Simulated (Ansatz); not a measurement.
`F[CH2][Zn][F]` + H₂ → `[F][ZnH]` + fluoromethane at 600 K and 1 bar (hydrogenolysis of a Zn–C bond).

Program: Ansatz. Geometries: PBE0-D4/def2-TZVP. ΔE: electronic, gas phase. CCSD(T)/CBS adds triple-zeta CCSD(T) − MP2 to the extrapolated MP2 energy (def2 sets, frozen cores). This one scheme is used for every species. For Zn outer-core shells are correlated without core-valence functions, which leaves a few kJ/mol of doubt a bond. Scalar relativity is left out up to krypton. Each species was taken in one conformer, which may not be the lowest.

| species | CCSD(T)/CBS energy (Eh) | H − E (kJ/mol) | S (J/(mol·K)) |
| --- | --- | --- | --- |
| `F[CH2][Zn][F]` | -2017.23103 | 123.2 | 370.5 |
| H₂ | -1.17544 | 43.9 | 150.8 |
| `[F][ZnH]` | -1878.79355 | 46.7 | 267.2 |
| `CF` | -139.63461 | 127.6 | 254.6 |

H − E and S are ideal-gas, rigid-rotor, harmonic terms from PBE0-D4/def2-TZVP, for one conformer and one mirror image of each species. The MP2-based limit puts H₂ 0.8 mEh under its directly extrapolated value; such offsets cancel only in part. 1 Eh = 2625.50 kJ/mol, R = 8.31446 J/(mol·K).

By hand: ΔE, ΔH, ΔS and ΔG.

ΔE = (-1878.79355) + (-139.63461) − (-2017.23103) − (-1.17544) = -0.02169 Eh = -56.9 kJ/mol. Δ(H − E) = 46.7 + 127.6 − 123.2 − 43.9 = 7.2, so ΔH = -49.7 kJ/mol. ΔS = 267.2 + 254.6 − 370.5 − 150.8 = 0.5 J/(mol·K). ΔG = -49.7 − 600 × (0.5)/1000 = -50.0 kJ/mol.

By hand: the equilibrium constant, and the temperature at which ΔG would vanish if ΔH and ΔS stayed fixed.

log₁₀ K = −ΔG/(RT ln 10) = 4.4. ΔH and −TΔS have one sign here, so there is no such temperature. One of them is within its doubt of zero, so this could turn.

The number of gas molecules stays the same, so ΔS is small and ΔH decides. A doubt of 5 kJ/mol in ΔE shifts log₁₀ K by 0.4 here. Other conformers and mirror images would add mixing entropy, several J/(mol·K) or more a flexible species. These are equilibria of isolated gas molecules and say nothing of rates. Largest T1 diagnostic: 0.018 (customary marks: 0.02 for closed shells, 0.045 for open ones).
